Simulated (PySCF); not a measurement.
## Frontier orbitals and the lowest excitations

Compound: C4H12O2Si.
Cartesian coordinates in Å at the PBE0-D3(BJ)/def2-SVP level; atoms count from 1:
```xyz
19
C4H12O2Si angstrom
C     -1.7208   -1.2696    1.1434
O     -0.4729   -0.6500    1.0926
Si     0.0494    0.4162   -0.0831
C     -0.8070    2.0613    0.0519
C     -0.1677   -0.3682   -1.7676
O      1.6504    0.6873    0.2527
C      2.6031   -0.3204    0.4390
H     -1.7569   -1.9368    2.0191
H     -1.9244   -1.8849    0.2464
H     -2.5483   -0.5420    1.2465
H     -1.8903    1.9690   -0.1230
H     -0.4042    2.7700   -0.6882
H     -0.6532    2.4894    1.0539
H      0.3208   -1.3543   -1.8122
H      0.2760    0.2669   -2.5503
H     -1.2314   -0.5101   -2.0171
H      3.5393    0.1361    0.7964
H      2.2730   -1.0630    1.1861
H      2.8288   -0.8572   -0.5017
```

Theory: TDDFT wB97X-D/def2-SVPD, vertical, gas phase, core orbitals frozen in the response (PySCF 2.14.0, density-fitted response routines).

Frontier orbitals with the atoms that hold most of them (Löwdin shares over 4%, at most four atoms; ? is withheld):

| orbital | ε (eV) | atoms |
| --- | --- | --- |
| HOMO-3 | -10.56 | O6 36%, O2 17%, C7 12%, C1 6% |
| HOMO-2 | -10.49 | O2 38%, O6 17%, C1 10%, Si3 6% |
| HOMO-1 | -9.95 | O6 39%, O2 23%, C7 11%, C1 6% |
| HOMO | -9.57 | ? |
| LUMO | ? | ? |
| LUMO+1 | 2.78 | C7 20%, C1 11%, H19 9%, H10 9% |
| LUMO+2 | 2.92 | C1 14%, C4 12%, H8 8%, O2 8% |

(1) Give the leading atoms of the HOMO.

(2) Which atoms hold the LUMO, and with what shares?

(3) What is the LUMO energy, and the HOMO–LUMO gap?

Results:

(1) O2 (bonded to C and Si) 27%; C5 (bonded to Si and 3 H) 15%; O6 (bonded to C and Si) 15%; Si3 (bonded to 2 C and 2 O) 10%. By element: oxygen 42%, carbon 15% or more, silicon 10%.

(2) Si3 (bonded to 2 C and 2 O) 17%; C1 (bonded to O and 3 H) 11%; C5 (bonded to Si and 3 H) 11%; C4 (bonded to Si and 3 H) 8%. By element: carbon 30% or more, silicon 17%.

(3) ε(LUMO) = 2.05 eV; the gap is 11.62 eV (0.4271 hartree).

Task: The HOMO–LUMO gap is 11.62 eV. Where does the response calculation put the lowest singlet, and from which orbitals?

Result: S1 is at 7.59 eV (f = 0.010), 4.03 eV below the gap, made of HOMO→LUMO (83%). 

Next come S2 at 7.92 eV (f 0.0015), HOMO-1→LUMO (59%), HOMO→LUMO+1 (13%); S3 at 8.38 eV (f 0.0025), HOMO-2→LUMO (59%); S4 at 8.46 eV (f 0.045), HOMO-3→LUMO (25%), HOMO→LUMO+2 (18%), HOMO→LUMO+3 (15%); S5 at 8.56 eV (f 0.0088), HOMO→LUMO+1 (36%), HOMO→LUMO+4 (15%), HOMO→LUMO+3 (9%).

Time: 5.0 min of wall time. Hardware: x86-64 server, one thread, no GPU, shared host.

One conformer stands for the species.
